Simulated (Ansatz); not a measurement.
Consider the cleavage of the B–Sn bond: `[BH2][SnH2][SiH2][SiH3]` + `CC(O)[SiH3]` → `BOC(C)[SiH3]` + `[SiH3][SiH2][SnH3]`.

Computed with Ansatz on PBE0-D4/def2-TZVP structures; ΔE is electronic, products minus reactants. CCSD(T)/CBS adds triple-zeta CCSD(T) − MP2 to the extrapolated MP2 energy (def2 sets, frozen cores). Functionals use def2-TZVPP. Elements past krypton have def2 core potentials. For Sn outer-core shells are correlated without core-valence functions, which leaves a few kJ/mol of doubt a bond. One conformer a species, not always the lowest.

Question: Is it downhill or uphill in electronic energy at CCSD(T)/CBS, and by how much? (Best estimate.)

Answer: The calculation gave: Downhill: ΔE = -1.61 eV.

Question: What do these levels give: r2SCAN-D4, PBE0-D4, ωB97M-V, SCS-MP2/def2-QZVPP, MP2/CBS(def2), CCSD/CBS(def2)? (Estimate.)

Answer: The calculation gave: r2SCAN-D4 -1.69, PBE0-D4 -1.63, ωB97M-V -1.71, SCS-MP2/def2-QZVPP -1.66, MP2/CBS(def2) -1.61, CCSD/CBS(def2) -1.60 eV.

Largest T1 diagnostic among the species: 0.014.

In def2-TZVPP, CCSD(T) changes the Hartree–Fock value by +0.06 eV (the triples alone add −0.01 eV) and MP2 by +0.06 eV.
